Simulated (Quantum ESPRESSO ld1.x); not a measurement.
Values are calculated unless marked as measured or tabulated.
All-electron atom: Mo II in [Kr] 4d2 5s2 5p1 (not the ground configuration). Code: ld1.x of Quantum ESPRESSO 7.5. Model: scalar-relativistic Kohn-Sham, LDA (Slater exchange, Perdew-Zunger correlation), spin-polarised, spherical densities, point nucleus; open shells are filled with parallel spins first.

Normalised radial functions P(r) = r R(r), r in bohr:

r           4p up
0.005125   0.0093
0.007894   0.0200
0.01226    0.0425
0.01903    0.0863
0.02931    0.1605
0.04552    0.2655
0.07011    0.3491
0.1089     0.2849
0.1677    -0.0481
0.2604    -0.4831
0.4043    -0.4128
0.6227     0.3626
0.9669     1.0151
1.489      0.7876
2.313      0.2463
3.562      0.0278
5.531      0.0007
8.588      0.0000

4p up: eigenvalue -57.247 eV, 2 radial nodes at r = 0.160, 0.523 bohr, <r> = 1.21 bohr, 90 % of the charge inside 1.78 bohr.
